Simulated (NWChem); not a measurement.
# C2H6ClLa; SMILES [La]([Cl])([CH3])[CH3]

Results from NWChem. Geometry: optimised at PBE0/def2-SVP. Not confirmed as a minimum by frequencies. def2 effective core potentials on La; no spin-orbit coupling. Level PBE/def2-SVP: energy and gradient on several grids; changes count from the extra-fine grid, which is no exact limit either.

**Question.** Which is the coarsest grid (xfine; medium; fine; coarse; xcoarse) from which on the energy stays within 50 μHa and each gradient component within 100 μHa/bohr of xfine?

**Answer.** medium.
```json
[
 {"grid": "xcoarse", "size of the energy change (μHa)": "800", "largest change of a gradient component (μHa/bohr)": "2000", "time, medium = 1 (rough)": "about 1"},
 {"grid": "coarse", "size of the energy change (μHa)": "30", "largest change of a gradient component (μHa/bohr)": "300", "time, medium = 1 (rough)": "about 1"},
 {"grid": "medium", "size of the energy change (μHa)": "< 10", "largest change of a gradient component (μHa/bohr)": "< 30", "time, medium = 1 (rough)": "about 1"},
 {"grid": "fine", "size of the energy change (μHa)": "< 10", "largest change of a gradient component (μHa/bohr)": "< 30", "time, medium = 1 (rough)": "about 1"},
 {"grid": "xfine", "size of the energy change (μHa)": "< 10", "largest change of a gradient component (μHa/bohr)": "< 30", "time, medium = 1 (rough)": "2"}
]
```
